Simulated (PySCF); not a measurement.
Calculation: PBE0-D4/def2-TZVP // PBE0-D4/def2-SVP (PySCF 2.14.0). Isolated molecules, 0 K electronic values unless said otherwise. One relaxed conformer stands for a flexible species; it need not be the lowest. Excitations are Tamm–Dancoff values on a coarser integration grid. The basis has no diffuse functions, so Rydberg states are missing or too high.

Reference species (SMILES): `C[O][Sn]([SiH3])([SiH3])[SiH3]` (C–O–Sn–Si torsion 61°) (neutral, multiplicity 1).

The HOMO comes out as -7.05 eV and the S1–T1 gap (TDA) comes out as 0.41 eV. The LUMO is -1.13 eV.

Changed species: `C[O][Sn]([SiH3])([O]C)[O]C` (1 of 4 OCH3 replaced by SiH3; the reference has 3 of 4 OCH3 replaced by SiH3).

Question: What does the change do to the HOMO, S1–T1 gap (TDA) and LUMO?

Answer: the HOMO drops by 0.44 eV, to -7.49 eV; the S1–T1 gap (TDA) rises by 0.02 eV, to 0.43 eV; the LUMO rises by 0.10 eV, to -1.03 eV.
